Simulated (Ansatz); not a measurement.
A set of 12 reactions (stannylene extrusion), with CCSD(T)/CBS values in kJ/mol:

| reaction | ΔE |
| --- | --- |
| `C[N](C)[Sn]([Cl])([Cl])[N](C)C` → Cl₂ + `C[N](C)[Sn][N](C)C` | 350.3 |
| `C[O][SnH]([F])[O][SiH3]` → CH₃OH + `[F][Sn][O][SiH3]` | -22.1 |
| `[SH][Sn]([SH])([Cl])[Cl]` → `[Cl][Sn][Cl]` + `SS` | 133.9 |
| `[CH3][SnH]([F])[Br]` → `[CH3][Sn][Br]` + H–F | 83.5 |
| `[OH][Sn]([F])([Cl])[Br]` → `FBr` + `[OH][Sn][Cl]` | 360.2 |
| `[OH][Sn]([F])([Cl])[Br]` → `[Cl][Sn][Br]` + `OF` | 459.6 |
| `[SH][Sn]([SH])([Cl])[Cl]` → Cl₂ + `[SH][Sn][SH]` | 324.6 |
| `[OH][Sn]([F])([Cl])[Br]` → `ClBr` + `[OH][Sn][F]` | 272.1 |
| `[CH3][SnH]([F])[Br]` → `[F][Sn][Br]` + CH₄ | -49.6 |
| `[NH2][SnH2][Cl]` → H₂ + `[NH2][Sn][Cl]` | -23.8 |
| `[NH2][Sn]([Cl])([Cl])[Cl]` → Cl₂ + `[NH2][Sn][Cl]` | 309.4 |
| `C[O][SnH]([F])[O][SiH3]` → `C[O][Sn][F]` + `O[SiH3]` | -5.0 |

Isolated molecules relaxed with PBE0-D4/def2-TZVP in Ansatz; ΔE leaves out vibrations. CBS: MP2 limit from def2 TZ/QZ plus the TZ coupled-cluster correction, frozen cores. This one scheme is used for every species. Functionals use def2-TZVPP. B3LYP here is the variant with VWN-RPA as its local correlation; programs differ in this. def2 core potentials past Kr. For Br, Sn outer-core shells are correlated without core-valence functions, which leaves a few kJ/mol of doubt a bond. Scalar relativity is left out up to krypton. One conformer a species, not always the lowest.

(1) Give the mean, mean absolute and largest difference (level minus CCSD(T)/CBS, kJ/mol) for: B3LYP-D4, ωB97M-V, B2PLYP, PBE, r2SCAN, PBE0, HF/def2-TZVPP, SCS-MP2/def2-TZVPP, CCSD/def2-TZVPP, CCSD(T)/def2-TZVPP, HF/def2-QZVPP, SCS-MP2/def2-QZVPP, HF/CBS(def2), MP2/CBS(def2). (An estimate is asked.)

The largest T1 diagnostic in the set is 0.018, for `[OH][Sn][F]` (customary mark 0.02).

CCSD(T)/CBS is a level of theory with its own doubt, and the functionals carry their triple-zeta basis error, so these figures describe this set and don't rank the functionals.

Results:

(1) Ansatz gave: 
```tsv
level	mean	mean absolute	largest
B3LYP-D4	-32.4	32.4	-51.5
ωB97M-V	-8.0	8.8	-21.6
B2PLYP	-24.6	24.6	-31.3
PBE	-41.0	41.0	-67.3
r2SCAN	-8.0	9.2	-23.0
PBE0	-17.0	17.6	-37.8
HF/def2-TZVPP	4.3	11.1	22.0
SCS-MP2/def2-TZVPP	-6.6	6.6	-12.8
CCSD/def2-TZVPP	-2.4	4.3	-11.9
CCSD(T)/def2-TZVPP	-1.3	4.0	-13.1
HF/def2-QZVPP	4.8	11.4	20.6
SCS-MP2/def2-QZVPP	-4.3	5.0	-8.6
HF/CBS(def2)	4.9	11.5	20.4
MP2/CBS(def2)	4.2	10.3	22.1
```
